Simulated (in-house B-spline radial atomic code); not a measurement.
A fraction x of an electron is removed from 5s in Tc+, starting from [Kr] 4d5 5s1 and keeping the highest spin. All numbers are computed (scalar-relativistic (X2C) PBE, spin-polarised, spherical fractional occupations; Fermi nucleus of rms radius 4.41117 fm) with a radial B-spline atomic code at the basis-set limit, not measured.

```csv
x,E(x) - E(0) (eV),5s up level (eV)
0,0.0000,-12.150
0.07,0.8670,-12.622
0.21,2.7005,-13.573
0.3,3.9498,-14.189
0.45,6.1557,-15.225
0.5,6.9257,-15.573
0.57,8.0329,-16.062
0.68,9.8423,-16.836
0.81,12.0908,-17.758
0.92,14.0874,-18.544
1,15.5938,-
```

The exact functional would give a straight line between the two integer points. Deviations E(x) - E(0) - x[E(1) - E(0)], in eV: -0.225 at x = 0.07, -0.574 at x = 0.21, -0.728 at x = 0.3, -0.862 at x = 0.45, -0.871 at x = 0.5, -0.856 at x = 0.57, -0.761 at x = 0.68, -0.54 at x = 0.81, -0.259 at x = 0.92.

The curve lies below the straight line by up to 0.871 eV (at x = 0.5): convex, the delocalisation error that favours fractional charges.

Question: How well does Slater's transition state (minus the level at half occupation) give the ionisation energy?

Answer: It gives 15.573 eV against 15.594 eV from the two total energies; NIST lists 15.26 eV, ground level to ground level.
